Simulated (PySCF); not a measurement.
Working out the excitation energy of Si

Si [Ne] 3s2 3p2 (3P) → Si [Ne] 3s1 3p2 3d1 (high-spin determinant). Computed with PySCF 2.14 in aug-cc-pV(T+d)Z, with no relativity, point nucleus. Frozen: [Ne]. Energies in hartree (1 hartree = 27.21139 eV):

```tsv
part	Si (lower)	Si (upper)
UHF	-288.856691	-288.481357
CCSD correlation	-0.074873	-0.035236
(T)	-0.002585	-0.003564
```

Task: What does Hartree-Fock give?

Result: (-288.481357) − (-288.856691) = 0.375334 hartree = 10.213 eV.

Task: What do CCSD and CCSD(T) give?

Result: The CCSD correlation energies differ by 0.039637 hartree = 1.079 eV and the triples by -0.000979 hartree = -0.027 eV, so CCSD gives 11.292 eV and CCSD(T) 11.265 eV.

One determinant mixes LS terms, so it does not stand for a single term.

The upper state lies above the first ionisation limit, but in LS coupling its spin forbids autoionisation to the ground ion.

The coupled-cluster amplitudes are large, so a single reference is strained.
